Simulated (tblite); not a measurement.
A tight-binding relaxation on `CC(CC#[C][GeH3])C`.

Computed with GFN2-xTB geometry optimisation, gas phase (tblite 0.8.0). Start geometry: from a force field or distance geometry. The input is one job of a driver script: a line of settings, then coordinates in Å.

Command:
```bash
OMP_NUM_THREADS=1 python probes_run.py task.json out
```

Input:
```
{"job": {"kind": "relax", "xc": "GFN2-xTB", "basis": "xTB"}, "charge": 0, "multiplicity": 1}
C     -1.689600    -0.058800     0.730100
C     -1.552000     0.190700    -0.767200
C     -1.225500    -1.092800    -1.484900
C     -0.535100     1.273200    -0.940200
C      0.723800     0.801600    -0.330300
C      1.768100     0.433700     0.139300
Ge     3.434000    -0.142100     0.864700
H     -1.364100     0.872300     1.235900
H     -0.989000    -0.863800     1.016100
H     -2.764000    -0.321500     0.896300
H     -2.526400     0.604000    -1.137500
H     -2.043600    -1.837900    -1.288600
H     -0.291700    -1.565400    -1.192100
H     -1.258300    -0.902600    -2.586700
H     -0.905000     2.198400    -0.426500
H     -0.443800     1.430600    -2.026100
H      3.101400    -1.359400     1.783600
H      4.392800    -0.626200    -0.275200
H      4.158200     0.975300     1.643600
```

Output:
```
step      E/eV     max force
  0    -566.14403    1.932
  1    -566.29216    2.178
  2    -566.34112    2.952
  3    -566.44934    0.680
  4    -566.50948    0.830
  5    -566.54497    0.607
  6    -566.56114    0.276
  7    -566.57162    0.307
  8    -566.57765    0.320
  9    -566.58295    0.191
... (89 lines left out)
 99    -566.65380    0.017
100    -566.65384    0.024
101    -566.65389    0.019
102    -566.65392    0.012
103    -566.65393    0.011
104    -566.65395    0.011
105    -566.65397    0.016
106    -566.65399    0.026
107    -566.65401    0.029
108    -566.65403    0.010
```

«max force» is the largest atomic force in eV/Å.

Question: From which step on does the largest force stay under 0.1 eV/Å, and how much energy is left to gain from there?

Answer: From step 40 (0.076 eV/Å), 5.7 meV above the end.

Summary of the converged run: energy lowered by 11.8 kcal/mol over 108 steps; largest atomic force 0.010 eV/Å at the end.

Question: Estimate the wall time. Hardware: an Intel Xeon at 2.50 GHz with one thread, shared host.

Answer: About 1.9 s.
Labels such as C1 count atoms from 1, the log's own numbers from 0.
